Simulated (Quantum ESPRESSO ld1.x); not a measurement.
Values are calculated unless marked as measured or tabulated.
All-electron atom: the cadmium ion Cd3+ in [Ar] 3d10 4s2 4p5.75 4d9.25 (fractional occupations, a model configuration). Code: ld1.x of Quantum ESPRESSO 7.5. Model: non-relativistic Kohn-Sham, PW91, spin-unpolarised, spherical densities, point nucleus; relativity is left out, which matters for an element this heavy.

Unscreened Slater integrals over Kohn-Sham orbitals (cm^-1). Empty in this configuration: 4f, 5d, 5p, 5s.

F0(4f,4f): 48019
F2(4f,4f): 24198
F4(4f,4f): 15575
F6(4f,4f): 11338
F0(4f,5d): 50863
F2(4f,5d): 26233
F4(4f,5d): 17198
G1(4f,5d): 31114
G3(4f,5d): 20026
G5(4f,5d): 14305
F0(4f,5p): 56775
F2(4f,5p): 26696
G2(4f,5p): 22758
G4(4f,5p): 15373
F0(4f,5s): 58681
G3(4f,5s): 16068
F0(4f,4d): 63382
F2(4f,4d): 13155
F4(4f,4d): 5896.2
G1(4f,4d): 9411.3
G3(4f,4d): 5352.7
G5(4f,4d): 3646.0
F0(5d,5d): 54336
F2(5d,5d): 29463
F4(5d,5d): 20048
F0(5d,5p): 61174
F2(5d,5p): 30262
G1(5d,5p): 33585
G3(5d,5p): 21364
F0(5d,5s): 63304
G2(5d,5s): 20676
F0(5d,4d): 69789
F2(5d,4d): 14892
F4(5d,4d): 6599.7
G0(5d,4d): 4222.7
G2(5d,4d): 4921.0
G4(5d,4d): 3918.1
F0(5p,5p): 73444
F2(5p,5p): 40306
F0(5p,5s): 77994
G1(5p,5s): 52829
F0(5p,4d): 90627
F2(5p,4d): 26551
G1(5p,4d): 9750.3
G3(5p,4d): 8661.2
F0(5s,5s): 83929
F0(5s,4d): 101770
G2(5s,4d): 14414
F0(4d,4d): 167590
F2(4d,4d): 84112
F4(4d,4d): 55257

Derived for the open shells (J is the average intra-shell exchange parameter used in DFT+U). 4d: Racah B = F2/49 - 5 F4/441 = 1090 cm^-1, C = 35 F4/441 = 4386 cm^-1, C/B = 4.02, F4/F2 = 0.657, J = (F2 + F4)/14 = 9955 cm^-1.
